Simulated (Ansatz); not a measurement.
CH$_{6}$O$_{4}$Ti (`C[O][Ti]([OH])([OH])[OH]`). The species carries charge 0 and has multiplicity 1. All single points use the PBE0-D4/def2-TZVP geometry. It is one conformer, not always the lowest.

```xyz
12

C    -0.354    0.187   -2.137
O    -0.441   -0.277   -0.827
Ti   -0.008   -0.091    0.882
O    -1.516    0.326    1.796
O     0.737   -1.606    1.518
O     1.205    1.232    1.074
H    -1.331    0.549   -2.471
H    -0.039   -0.625   -2.800
H     0.370    1.005   -2.217
H    -1.595    0.595    2.712
H     0.849   -2.473    1.127
H     2.122    1.177    1.345
```

(1) What is the dipole moment at r2SCAN/def2-TZVPP? (Estimate.)

(2) And with PBE, B3LYP, ωB97M-V? (Estimate.)

(3) Give the Mulliken charges with r2SCAN, PBE, B3LYP in def2-TZVPP. (An estimate is asked.)

Results:

(1) The calculation gave: 1.81 D, with components (1.54, -0.61, -0.74) D in this frame, pointing from negative to positive charge.

(2) Ansatz gave: PBE 1.79 D, B3LYP 1.83 D, ωB97M-V 1.81 D.

(3) Computed: 
```json
{"atom": "C1", "r2SCAN": "0.02", "PBE": "-0.13", "B3LYP": "-0.11"}
{"atom": "O2", "r2SCAN": "-0.47", "PBE": "-0.41", "B3LYP": "-0.49"}
{"atom": "Ti3", "r2SCAN": "1.13", "PBE": "0.96", "B3LYP": "1.16"}
{"atom": "O4", "r2SCAN": "-0.48", "PBE": "-0.43", "B3LYP": "-0.47"}
{"atom": "O5", "r2SCAN": "-0.48", "PBE": "-0.43", "B3LYP": "-0.47"}
{"atom": "O6", "r2SCAN": "-0.49", "PBE": "-0.43", "B3LYP": "-0.48"}
{"atom": "H7", "r2SCAN": "0.06", "PBE": "0.11", "B3LYP": "0.11"}
{"atom": "H8", "r2SCAN": "0.06", "PBE": "0.10", "B3LYP": "0.10"}
{"atom": "H9", "r2SCAN": "0.06", "PBE": "0.10", "B3LYP": "0.10"}
{"atom": "H10", "r2SCAN": "0.19", "PBE": "0.18", "B3LYP": "0.18"}
{"atom": "H11", "r2SCAN": "0.20", "PBE": "0.19", "B3LYP": "0.19"}
{"atom": "H12", "r2SCAN": "0.21", "PBE": "0.19", "B3LYP": "0.19"}
```

B3LYP here is the variant with VWN-RPA as its local correlation; programs differ in this.
